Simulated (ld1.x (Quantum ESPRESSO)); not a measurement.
# cadmium (Cd): excitation energies, all-electron against RRKJ

ld1.x (Quantum ESPRESSO) 7.5 input, shortened:

```
&input
   title='Cd', zed=48., rel=1, dft='PZ', iswitch=3,
   config='[Kr] 4d10 5s1 5p0'
 /
 &inputp
   pseudotype=2, tm=.false., rho0=0.005, lloc=0,
   nlcc=.true., new_core_ps=.true., rcore=0.80
 /
3
5P  2  1   0.00   0.00  2.35  2.35  0.0
4D  3  2  10.00   0.00  1.75  1.75  0.0
5S  1  0   1.00   0.00  1.90  1.90  0.0
 &test
   configts(1)='4d10 5s1 5p0'
 /
```

Energies are relative to the spin-unpolarised reference configuration 4d10 5s1 5p0; without spin polarisation the order of configurations can differ from experiment. Spin-polarised rows fill each open shell by Hund’s rule, majority spin first. The frozen-core shift is the all-electron ΔE with the core orbitals held at their reference shape minus the fully relaxed ΔE.

```csv
valence configuration,charge,ΔE all-electron (eV),error AE − PS (meV),frozen-core shift (meV)
4d10 5s2 5p0,0,-9.628,-1.3,-1.1
4d10 5s0 5p0,+2,17.520,-13,+4.3
4d9 5s0 5p0,+3,55.776,-220,+118
4d10 5s1 5p1,0,-4.838,-0.3,-0.9
4d10 5s0 5p2,0,0.285,-3.4,-0.3
4d9 5s2 5p1,0,2.966,-225,+63
4d10 5s0 5p1,+1,5.907,-3.1,+0.8
4d9 5s0 5p0 (spin-polarised),+3,55.600,-210,+118
```

**Question.** What are ΔE and the potential's error for 4d10 5s1 5p0 (spin-polarised)?

**Answer.** ΔE = -0.189 eV all-electron; the error (AE − PS) is -0.4 meV.

Levels in the configuration 4d9 5s0 5p0 (spin-polarised):

| level | all-electron (eV) | pseudo (eV) |
| --- | --- | --- |
| 4d up | -46.393 | -46.851 |
| 4d down | -45.690 | -46.108 |

A variational frozen-core shift is positive and of second order in the change. This column holds negative values, so the frozen-core run of ld1.x carries numerical noise or an error of first order here, and the column gives no more than the rough size of the effect.
